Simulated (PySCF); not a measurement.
## Correlation energy of Br (bromine, neutral)

[Ar] 3d10 4s2 4p5, 2P determinant. All numbers are calculated (PySCF 2.14, the spin-free X2C one-electron Hamiltonian (Gaussian nucleus), in x2c-TZVPall (6s5p4d1f, 48 functions)). Frozen: [Ar] 3d10; 7 electrons correlated.

MP2 pair energies summed by pair of shells (mhartree):

```json
{"pair": "4p-4p", "energy": "-81.44", "share (%)": "60.7"}
{"pair": "4s-4p", "energy": "-44.56", "share (%)": "33.2"}
{"pair": "4s-4s", "energy": "-8.06", "share (%)": "6.0"}
```

Total MP2 correlation energy: -134.06 mhartree.

Same-spin part -30.50 and opposite-spin part -103.57 mhartree; SCS-MP2 scales them by 1/3 and 6/5 to -134.45 mhartree.

| level | correlation energy (mhartree) |
| --- | --- |
| CCSD | -153.22 |
| (T) | -4.49 |
| CCSD(T) | -157.71 |

Diagnostics: T1 = 0.0062, D1 = 0.0204, largest double amplitude 0.045.

Problem. Is a single reference adequate?

Solution. Yes, within this model without spin-orbit coupling: T1 lies below 0.03 and no double amplitude reaches 0.07.
